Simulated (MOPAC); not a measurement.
MOPAC input (PM6):

```
PM6 FORCE THERMO(298,298) PRECISE LET CHARGE=-1 GEO-OK AUX(PRECISION=9) THREADS=1
H2BS3

S    -0.25569990 1    1.82409363 1   -0.10140421 1
B    -0.02006070 1    0.14315001 1   -0.00795869 1
S     1.66677144 1   -0.59616490 1   -0.12821036 1
S    -1.44125769 1   -1.01262000 1    0.21764521 1
H     1.45110420 1   -1.91946559 1   -0.01376134 1
H    -0.86937418 1   -2.23040191 1    0.24445763 1
```

Output:

```
 *******************************************************************************
 **                                                                           **
 **                              MOPAC v23.2.5                                **
 **                                                                           **
 *******************************************************************************
 ** MOPAC's Digital Object Identifier: https://doi.org/10.5281/zenodo.6511958 **
 **                                                                           **
 ** Please cite the open-source release paper for use of this MOPAC version:  **
 ** J. E. Moussa and J. J. P. Stewart (2026)                                  **
 ** MOPAC: An open-source semiempirical molecular orbital program             **
 ** J. Open Source Softw., 11(119), 8025, https://doi.org/10.21105/joss.08025 **
 *******************************************************************************

                              PM6 CALCULATION RESULTS

 *******************************************************************************
 *  PM6        - The PM6 Hamiltonian to be used
 *  GEO-OK     - OVERRIDE INTERATOMIC DISTANCE AND OTHER SAFETY CHECKS
 *
 *
 *
 *                 CHARGE ON SYSTEM = -1
 *
 *
 *
 *  LET        - OVERRIDE SOME SAFETY CHECKS
 *  PRECISE    - TIGHTER CRITERIA TO BE USED
 *  FORCE      - FORCE CALCULATION SPECIFIED
 *  AUX        - OUTPUT AUXILIARY INFORMATION
 *  THERMO     - THERMODYNAMIC QUANTITIES TO BE CALCULATED
 *******************************************************************************
PM6 FORCE THERMO(298,298) PRECISE LET CHARGE=-1 GEO-OK AUX(PRECISION=9) THREADS=1
 H2BS3

   ATOM   CHEMICAL          X               Y               Z
  NUMBER   SYMBOL      (ANGSTROMS)     (ANGSTROMS)     (ANGSTROMS)

     1       S         -0.25569990  *   1.82409363  *  -0.10140421  *
     2       B         -0.02006070  *   0.14315001  *  -0.00795869  *
     3       S          1.66677144  *  -0.59616490  *  -0.12821036  *
     4       S         -1.44125769  *  -1.01262000  *   0.21764521  *
     5       H          1.45110420  *  -1.91946559  *  -0.01376134  *
     6       H         -0.86937418  *  -2.23040191  *   0.24445763  *

          CARTESIAN COORDINATES

    NO.       ATOM           X           Y           Z

     1         S         -0.2557      1.8241     -0.1014
     2         B         -0.0201      0.1432     -0.0080
     3         S          1.6668     -0.5962     -0.1282
     4         S         -1.4413     -1.0126      0.2176
     5         H          1.4511     -1.9195     -0.0138
     6         H         -0.8694     -2.2304      0.2445

 General Reference for PM6:
 "Optimization of Parameters for Semiempirical Methods V: Modification of NDDO Approximations
 and Application to 70 Elements", J. J. P. Stewart, J. Mol. Mod., 13, 1173-1213 (2007)
 URL: https://link.springer.com/article/10.1007/s00894-007-0233-4

[...]
 TRAVEL (Ang.)       0.4090         B 2 -- S 4         +13.7% ( 44.7%)     96.6%
 REDUCED MASS        0.5816         B 2 -- S 3         +13.7% ( 44.7%)     96.7%
 EFFECTIVE MASS      3.8929         S 1 -- B 2         +11.4% ( 40.7%)      0.0%
 FORCE CONSTANT      0.1646

 VIBRATION          8    3A1         ATOM PAIR     ENERGY CONTRIBUTION    RADIAL
 FREQUENCY           720.43         S 4 -- H 6         +41.6% ( 68.7%)      1.1%
 TRANSITION DIPOLE   0.4997         S 3 -- H 5         +41.6% ( 68.7%)      1.1%
 TRAVEL (Ang.)       0.4159         S 1 -- B 2          +8.7% ( 31.4%)    100.0%
 REDUCED MASS        0.5411         B 2 -- S 4          +4.0% ( 21.2%)     99.8%
 EFFECTIVE MASS      3.9296
 FORCE CONSTANT      0.1655

 VIBRATION          9    3B2         ATOM PAIR     ENERGY CONTRIBUTION    RADIAL
 FREQUENCY           847.01         B 2 -- S 3         +32.8% ( 82.2%)     80.0%
 TRANSITION DIPOLE   2.5867         B 2 -- S 4         +32.8% ( 82.2%)     79.8%
 TRAVEL (Ang.)       0.1196         S 1 -- B 2         +26.4% ( 73.8%)      0.0%
 REDUCED MASS        5.5700         S 4 -- H 6          +4.1% ( 28.9%)      0.0%
 EFFECTIVE MASS     11.6517
 FORCE CONSTANT      2.3544

 VIBRATION         10    4A1         ATOM PAIR     ENERGY CONTRIBUTION    RADIAL
 FREQUENCY          1023.87         S 1 -- B 2         +40.4% ( 94.7%)    100.0%
 TRANSITION DIPOLE   5.4821         B 2 -- S 3         +29.2% ( 80.6%)     30.2%
 TRAVEL (Ang.)       0.0941         B 2 -- S 4         +29.2% ( 80.6%)     30.3%
 REDUCED MASS        7.4417         S 3 -- H 5          +0.6% ( 11.7%)     12.5%
 EFFECTIVE MASS     12.7095
 FORCE CONSTANT      4.5964

 VIBRATION         11    5A1         ATOM PAIR     ENERGY CONTRIBUTION    RADIAL
 FREQUENCY          2726.04         S 4 -- H 6         +50.0% ( 70.7%)    100.0%
 TRANSITION DIPOLE   0.7053         S 3 -- H 5         +49.9% ( 70.7%)    100.0%
 TRAVEL (Ang.)       0.2250
 REDUCED MASS        0.4886
 EFFECTIVE MASS      1.3121
 FORCE CONSTANT      2.1392

 VIBRATION         12    4B2         ATOM PAIR     ENERGY CONTRIBUTION    RADIAL
 FREQUENCY          2726.47         S 3 -- H 5         +50.0% ( 70.7%)    100.0%
 TRANSITION DIPOLE   0.1665         S 4 -- H 6         +49.9% ( 70.7%)    100.0%
 TRAVEL (Ang.)       0.2250
 REDUCED MASS        0.4886
 EFFECTIVE MASS      1.3101
 FORCE CONSTANT      2.1399

      SYMMETRY NUMBER FOR POINT-GROUP C2v =  2

          SYSTEM IS A GROUND STATE

 H2BS3

          MOLECULE IS NOT LINEAR

          THERE ARE 12 GENUINE VIBRATIONS IN THIS SYSTEM
          THIS THERMODYNAMICS CALCULATION IS LIMITED TO
          MOLECULES WHICH HAVE NO INTERNAL ROTATIONS

                    CALCULATED THERMODYNAMIC PROPERTIES
                                          *
   TEMP. (K)   PARTITION FUNCTION   H.O.F.    ENTHALPY  HEAT CAPACITY ENTROPY
                                   KCAL/MOL   CAL/MOLE    CAL/K/MOL  CAL/K/MOL

 298.00  VIB.     0.1287D+02                  2062.6930    12.9493    11.9991
         ROT.     0.1107D+06                   888.2803     2.9808    26.0609
         INT.     0.1425D+07                  2950.9733    15.9302    38.0600
         TRA.     0.1100D+28                  1480.4672     4.9680    39.9728
         TOT.                      -81.447    4431.4405    20.8982    78.0328

   *: NOTE: HEATS OF FORMATION ARE RELATIVE TO THE
            ELEMENTS IN THEIR STANDARD STATE AT 298K
              (=  Standard Enthalpy of Formation).

            Hvib:  Zero-point energy is not included.
                   frequencies of less than zero cm-1 are not included.
            Hrot = (3/2)RT
            Htra = (3/2)RT + pV = (5/2)RT

            Heat capacity is Cp, not Cv

          For more information, see: HTTP://OpenMOPAC.net/Manual/thermochemistry.html

           FORCE CONSTANT IN CARTESIAN COORDINATES (Millidynes/A)

    ATOM   CHEMICAL       X               Y               Z
   NUMBER   SYMBOL  FORCE CONSTANT  FORCE CONSTANT  FORCE CONSTANT

      1       S        4.374630        0.208918        0.130687
      2       B        5.385165        3.595345        0.778738
      3       S        4.701974        2.734326        0.098726
      4       S        4.703368        2.732931        0.098726
      5       H        3.962777        0.616660        0.024035
      6       H        3.966713        0.612723        0.024035

 **********************
 *                    *
 * JOB ENDED NORMALLY *
 *                    *
 **********************

 == MOPAC DONE ==
```

The dipole moment of an ion depends on the origin.
